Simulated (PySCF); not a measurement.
# Computed records: AlBH2NO, CH7NOSi, CH6AlBSi, CH8BNSi and others

Computed with PySCF 2.14.0. Calculation on a computer-drawn molecule: optimised geometry and harmonic frequencies of an isolated molecule of the commonest isotopes, restricted reference for singlets and unrestricted otherwise, frozen core in MP2.

Common to all runs: basis cc-pV(D+d)Z.

(1) AlBH2NO

Start structure:
```xyz
6
AlBH2NO
B     -1.8226    -1.6789     0.8066
N     -0.6293    -1.5149     0.4440
Al     0.9423    -1.2777    -0.1849
O      2.5408    -1.0884    -0.7426
H     -2.9100    -1.8133     1.2183
H      3.3758    -0.9151    -1.0665
```

```
charge                                        : 1
multiplicity                                  : 1
method                                        : HF
rotational constants                          : 2.748, 2.748 GHz
total energy                                  : -396.9391 hartree
convergence status largest gradient component : 1.564e-05 hartree/bohr
```

Drawn bonds:
```csv
atom,other atom,order
1,2,2
2,3,1
3,4,1
1,5,1
4,6,1
```

Optimised structure:
```xyz
6
AlBH2NO
B     -1.7771    -1.6667     0.8139
N     -0.5964    -1.5005     0.3860
Al     0.9646    -1.2807    -0.1800
O      2.4474    -1.0718    -0.7177
H     -2.8670    -1.8201     1.2086
H      3.3255    -0.9485    -1.0360
```

Modes:
```csv
frequency (cm⁻¹),reduced mass (dalton)
115.9,4.244
115.9,4.244
231.8,10.75
231.8,10.75
279.2,1.106
279.2,1.106
710.1,8.104
841.9,1.349
841.9,1.349
1184,11.99
1882,5.926
3010,1.172
4237,1.073
```

(2) CH7NOSi

Start structure:
```xyz
11
CH7NOSi
C     -0.4693    -0.8425    -1.5276
N      0.5342    -0.2883    -0.6383
Si     1.0706    -1.2567     0.6685
O     -0.1224    -1.7244     1.6465
H     -1.0645     0.0526    -1.9600
H     -1.1705    -1.4513    -0.9736
H     -0.0457    -1.3821    -2.3416
H      1.2260     0.1763    -1.0957
H      1.7479    -2.5396     0.3778
H      1.9802    -0.3151     1.3602
H     -0.7591    -1.0867     1.8717
```

```
charge                                        : 0
multiplicity                                  : 1
method                                        : HF
rotational constants                          : 11.72, 3.61, 3.084 GHz
total energy                                  : -460.2647 hartree
convergence status largest gradient component : 7.623e-06 hartree/bohr
```

Drawn bonds:
```csv
atom,other atom,order
1,2,1
2,3,1
3,4,1
1,5,1
1,6,1
1,7,1
2,8,1
3,9,1
3,10,1
4,11,1
```

Optimised structure:
```xyz
11
CH7NOSi
C     -0.4397    -0.8585    -1.6350
N      0.5138    -0.3995    -0.6432
Si     1.0600    -1.2862     0.7108
O     -0.1519    -1.5948     1.7873
H     -1.1598    -0.0756    -1.8877
H     -1.0072    -1.7021    -1.2392
H      0.0410    -1.1888    -2.5617
H      1.0416     0.4022    -0.9277
H      1.5588    -2.6356     0.3843
H      2.1335    -0.4576     1.3040
H     -0.6627    -0.8613     2.0960
```

Modes:
```csv
frequency (cm⁻¹),reduced mass (dalton)
46.88,1.247
109.2,2.214
227,2.627
286.7,1.343
395.1,1.119
427.3,2.325
695,1.519
763.3,2.154
848.1,1.291
891.8,2.778
947.6,1.481
1028,1.224
1041,1.081
1182,1.29
1221,3.151
1233,1.293
1533,1.43
1579,1.172
1593,1.043
1624,1.049
2306,1.046
2333,1.034
3157,1.038
3213,1.103
3254,1.102
3821,1.076
4170,1.067
```

(3) CH6AlBSi

Start structure:
```xyz
10
CH6AlBSi
B     -0.3946     0.4409     1.7103
C      0.1738     0.0340     0.3947
Al    -0.1776    -1.7911    -0.1823
Si     0.9849     1.0782    -0.7951
H     -0.9600    -0.3478     2.3858
H     -0.2669     1.5929     2.1285
H      0.3269    -2.4019    -1.5665
H     -0.8758    -2.9096     0.6226
H      1.5340     0.7066    -2.0551
H      1.3672     2.5189    -0.5453
```

```
charge                                        : 0
multiplicity                                  : 1
method                                        : HF
rotational constants                          : 6.617, 3.031, 2.079 GHz
total energy                                  : -596.8444 hartree
convergence status largest gradient component : 2.558e-05 hartree/bohr
```

Drawn bonds:
```csv
atom,other atom,order
1,2,1
2,3,1
2,4,2
1,5,1
1,6,1
3,7,1
3,8,1
4,9,1
4,10,1
```

Optimised structure:
```xyz
10
CH6AlBSi
B     -0.3451     0.4945     1.6479
C      0.1394    -0.0752     0.2957
Al    -0.1572    -1.9030    -0.2445
Si     0.9662     1.0532    -0.6916
H     -0.9439    -0.1860     2.4429
H     -0.1417     1.6454     1.9600
H      0.3810    -2.3979    -1.6545
H     -0.9262    -2.9219     0.6885
H      1.5229     0.7542    -2.0252
H      1.2166     2.4578    -0.3215
```

Modes:
```csv
frequency (cm⁻¹),reduced mass (dalton)
153.3,1.129
162.5,3.172
197.3,1.631
233.4,2.747
241.6,1.373
390.5,1.038
524.8,4.591
546.5,1.216
658.5,1.216
703.1,1.341
717.2,1.204
850.3,1.066
892.9,1.574
1057,1.091
1074,1.385
1144,3.417
1212,3.802
1358,1.346
1953,1.047
1985,1.036
2351,1.035
2359,1.049
2611,1.058
2672,1.118
```

(4) CH8BNSi

Start structure:
```xyz
12
CH8BNSi
C     -1.2543    -0.5661     1.1276
Si    -0.1366     0.9549     0.7449
B      1.7678     0.4087     0.5917
N      2.2138    -0.8507     0.7585
H     -1.1186    -1.3127     0.3399
H     -0.9342    -1.0325     2.0385
H     -2.2121    -0.3242     1.2410
H     -0.4602     1.9077     1.9241
H     -0.7165     1.6046    -0.4419
H      2.6231     1.2162     0.3884
H      1.5600    -1.6755     0.9212
H      3.1146    -1.2336     0.6720
```

```
charge                                        : 0
multiplicity                                  : 1
method                                        : HF
rotational constants                          : 9.282, 3.316, 2.553 GHz
total energy                                  : -410.6417 hartree
convergence status largest gradient component : 1.426e-05 hartree/bohr
```

Drawn bonds:
```csv
atom,other atom,order
1,2,1
2,3,1
3,4,1
1,5,1
1,6,1
1,7,1
2,8,1
2,9,1
3,10,1
4,11,1
4,12,1
```

Optimised structure:
```xyz
12
CH8BNSi
C     -1.3015    -0.5799     1.1406
Si    -0.1801     0.9060     0.7913
B      1.7955     0.4146     0.6103
N      2.2493    -0.8935     0.7360
H     -1.2405    -1.3175     0.3344
H     -1.0194    -1.0750     2.0749
H     -2.3465    -0.2718     1.2304
H     -0.3516     1.8992     1.8891
H     -0.6478     1.5712    -0.4576
H      2.6227     1.2627     0.3871
H      1.6537    -1.6741     0.9203
H      3.2130    -1.1452     0.6491
```

Modes:
```csv
frequency (cm⁻¹),reduced mass (dalton)
81.07,1.735
123.9,2.945
177.8,1.067
352.2,3.207
391.5,1.095
566.1,1.125
568.8,3.136
624.3,1.271
703.3,2.295
733.2,1.238
774,1.479
948.1,1.252
952.8,1.199
975.6,1.197
977.8,1.191
1024,1.051
1219,1.525
1385,1.344
1401,2.921
1558,1.052
1560,1.051
1762,1.209
2255,1.049
2267,1.03
2658,1.094
3161,1.036
3236,1.101
3248,1.101
3804,1.051
3903,1.098
```

(5) CH5Al2F

Start structure:
```xyz
9
CH5Al2F
F      0.1386     4.3888    -1.1041
Al    -0.0458     2.6832    -0.6780
C      1.1651     1.2235    -0.2400
Al    -0.3751     0.0008    -0.1859
H     -1.5797     2.2376    -0.8610
H      1.9557     1.0285    -0.9471
H      1.6529     1.4565     0.7053
H     -1.2680    -0.3543     1.0358
H     -0.8279    -0.7376    -1.5524
```

```
charge                                        : 0
multiplicity                                  : 1
method                                        : HF
rotational constants                          : 7.662, 2.491, 1.958 GHz
total energy                                  : -624.1355 hartree
convergence status largest gradient component : 4.411e-06 hartree/bohr
```

Drawn bonds:
```csv
atom,other atom,order
1,2,1
2,3,1
3,4,1
2,5,1
3,6,1
3,7,1
4,8,1
4,9,1
```

Optimised structure:
```xyz
9
CH5Al2F
F     -1.4233     2.6428    -1.6123
Al    -0.0517     2.9330    -0.7113
C      0.7599     1.3336     0.0292
Al    -0.2245    -0.2877    -0.4498
H      0.3916     4.4337    -0.5847
H      1.7973     1.2917    -0.3338
H      0.8082     1.4629     1.1203
H     -1.3895    -0.8083     0.4864
H      0.1478    -1.0748    -1.7714
```

Modes:
```csv
frequency (cm⁻¹),reduced mass (dalton)
20.02,2.219
54.99,8.321
166.6,1.055
299.3,6.862
398.5,1.043
450,1.175
554.3,2.768
637.7,1.187
681.6,1.62
701.4,2.522
717.2,1.416
832.2,2.189
855.3,1.759
907.5,1.058
952.2,1.634
1461,1.091
1976,1.06
1983,1.024
2032,1.044
3132,1.058
3182,1.099
```

(6) BF2H2Si

Start structure:
```xyz
6
BF2H2Si
F     -2.5064    -1.8756     0.8002
B     -1.8458    -1.1258     0.0115
Si    -0.5119     0.4015    -0.5505
F      0.0667     0.6892     0.9493
H     -1.1736     1.6232    -0.9755
H      0.6282    -0.1489    -1.2720
```

```
charge                                        : 1
multiplicity                                  : 1
method                                        : HF
rotational constants                          : 15.91, 2.627, 2.321 GHz
total energy                                  : -513.4572 hartree
convergence status largest gradient component : 3.595e-05 hartree/bohr
```

Drawn bonds:
```csv
atom,other atom,order
1,2,1
2,3,1
3,4,1
3,5,1
3,6,1
```

Optimised structure:
```xyz
6
BF2H2Si
F     -2.5710    -1.9174     0.5457
B     -1.7871    -1.0527     0.1806
Si    -0.4150     0.4605    -0.4387
F      0.1965     0.8313     0.9756
H     -1.2770     1.4953    -0.9929
H      0.5106    -0.2535    -1.3073
```

Modes:
```csv
frequency (cm⁻¹),reduced mass (dalton)
142.5,12.79
274.5,3.353
373.4,10.84
431.3,12.28
642.7,1.483
739.7,1.12
907.8,1.184
947,2.981
1005,1.379
1720,12.74
2440,1.026
2471,1.06
```

(7) BH5OSi2

Start structure:
```xyz
9
BH5OSi2
O      0.0422     3.6775     3.7052
B     -0.7842     2.9978     3.0873
Si    -2.1129     2.0897     2.0850
Si    -1.1902     0.8378     0.2148
H     -2.8854     1.1415     2.8801
H     -3.1426     3.0969     1.4830
H     -0.4921     1.7019    -0.6747
H     -0.2565    -0.1104     0.7052
H     -2.2246     0.2215    -0.5273
```

```
charge                                        : 0
multiplicity                                  : 1
method                                        : HF
rotational constants                          : 8.704, 1.874, 1.6 GHz
total energy                                  : -680.3842 hartree
convergence status largest gradient component : 3.856e-05 hartree/bohr
```

Drawn bonds:
```csv
atom,other atom,order
1,2,2
2,3,1
3,4,1
3,5,1
3,6,1
4,7,1
4,8,1
4,9,1
```

Optimised structure:
```xyz
9
BH5OSi2
O      0.0726     3.5957     3.6816
B     -0.7742     3.0349     3.0674
Si    -2.1877     2.0661     2.0003
Si    -1.1860     0.8647     0.2220
H     -2.8931     1.1589     2.9327
H     -3.1310     3.0884     1.4951
H     -0.4746     1.8063    -0.6712
H     -0.2288    -0.1221     0.7699
H     -2.2436     0.1613    -0.5391
```

Modes:
```csv
frequency (cm⁻¹),reduced mass (dalton)
96.69,6.454
98.91,1.079
294.4,2.296
365.8,5.253
388.7,1.251
426.1,4.112
527.3,5.976
587.5,1.542
631.2,1.434
766.7,1.115
824.6,1.188
971.6,1.102
1009,1.052
1022,1.035
1025,1.043
2135,12.36
2312,1.027
2318,1.051
2320,1.045
2324,1.026
2327,1.053
```

(8) BH6NSi

Start structure:
```xyz
9
BH6NSi
B     -2.3546     0.1330    -0.7466
Si    -1.8494     1.2964     0.7709
N     -0.1808     1.7538     0.6157
H     -1.5719    -0.4420    -1.3562
H     -3.5267    -0.0021    -0.9930
H     -2.1788     0.6984     2.0449
H     -2.5436     2.6006     0.8247
H      0.4736     0.9805     0.2952
H      0.2631     2.3227     1.3385
```

```
charge                                        : 0
multiplicity                                  : 1
method                                        : HF
rotational constants                          : 18.65, 6.25, 5.008 GHz
total energy                                  : -371.5526 hartree
convergence status largest gradient component : 1.385e-05 hartree/bohr
```

Drawn bonds:
```csv
atom,other atom,order
1,2,1
2,3,1
1,4,1
1,5,1
2,6,1
2,7,1
3,8,1
3,9,1
```

Optimised structure:
```xyz
9
BH6NSi
B     -2.4026     0.1381    -0.7509
Si    -1.8084     1.3315     0.7840
N     -0.1378     1.7547     0.6147
H     -1.6300    -0.5649    -1.3458
H     -3.5575     0.0712    -1.0739
H     -2.1432     0.5871     2.0377
H     -2.5755     2.6003     0.8416
H      0.5201     1.0225     0.4184
H      0.2658     2.4009     1.2683
```

Modes:
```csv
frequency (cm⁻¹),reduced mass (dalton)
130.9,1.124
196.8,1.589
260,1.298
452.9,1.104
493.5,1.233
620,2.272
676.9,1.51
780.6,1.148
837.5,2.421
902.5,1.621
981.8,1.35
1015,1.282
1047,1.053
1268,1.158
1700,1.107
2220,1.042
2293,1.037
2666,1.055
2739,1.124
3760,1.051
3848,1.094
```

(9) CH6OSi2

Start structure:
```xyz
10
CH6OSi2
O     -2.3825    -0.1035     2.4574
Si    -2.4285     0.2229     1.0688
C     -1.1146    -0.4296    -0.2067
Si     0.0984     1.0345    -0.6840
H     -3.4445     0.9206     0.4147
H     -1.5739    -0.7632    -1.1141
H     -0.6298    -1.1836     0.2699
H     -0.5949     2.1259    -1.2731
H      0.7570     1.4734     0.5960
H      1.1487     0.4325    -1.5393
```

```
charge                                        : 0
multiplicity                                  : 1
method                                        : HF
rotational constants                          : 13.33, 1.907, 1.852 GHz
total energy                                  : -694.1018 hartree
convergence status largest gradient component : 2.776e-05 hartree/bohr
```

Drawn bonds:
```csv
atom,other atom,order
1,2,2
2,3,1
3,4,1
2,5,1
3,6,1
3,7,1
4,8,1
4,9,1
4,10,1
```

Optimised structure:
```xyz
10
CH6OSi2
O     -2.4806    -0.1067     2.5067
Si    -2.4492     0.1558     1.0315
C     -1.1084    -0.3452    -0.1368
Si     0.1394     0.9926    -0.6427
H     -3.5248     0.8767     0.3229
H     -1.5805    -0.7036    -1.0602
H     -0.5503    -1.1740     0.3094
H     -0.5799     2.1499    -1.2250
H      0.9050     1.4461     0.5381
H      1.0646     0.4384    -1.6543
```

Modes:
```csv
frequency (cm⁻¹),reduced mass (dalton)
46.31,3.57
109.2,1.175
176.1,3.202
301.7,3.165
532.1,1.141
569.4,2.331
601.7,1.257
764.4,2.02
783.8,1.66
821.2,1.847
949.9,1.19
1024,1.098
1031,1.043
1033,1.035
1099,1.074
1145,1.519
1334,12.06
1493,1.1
2308,1.044
2325,1.045
2330,1.031
2346,1.043
3164,1.061
3237,1.1
```

(10) AlCl2

Start structure:
```xyz
3
AlCl2
Cl     0.6710    -0.4172    -1.5937
Al    -0.6353     0.8067    -0.4686
Cl    -2.3476     1.5792    -1.4387
```

```
charge                                        : 0
multiplicity                                  : 2
method                                        : MP2
rotational constants                          : 22.72, 2.174, 1.984 GHz
total energy                                  : -1161.3639 hartree
spin squared                                  : 0.7534
convergence status largest gradient component : 2.733e-06 hartree/bohr
```

Drawn bonds:
```csv
atom,other atom,order
1,2,1
2,3,1
```

Optimised structure:
```xyz
3
AlCl2
Cl     0.6823    -0.4223    -1.5872
Al    -0.6380     0.8037    -0.4826
Cl    -2.3562     1.5873    -1.4312
```

Modes:
```csv
frequency (cm⁻¹),reduced mass (dalton)
154.3,32.28
464.8,30.93
585,29.26
```
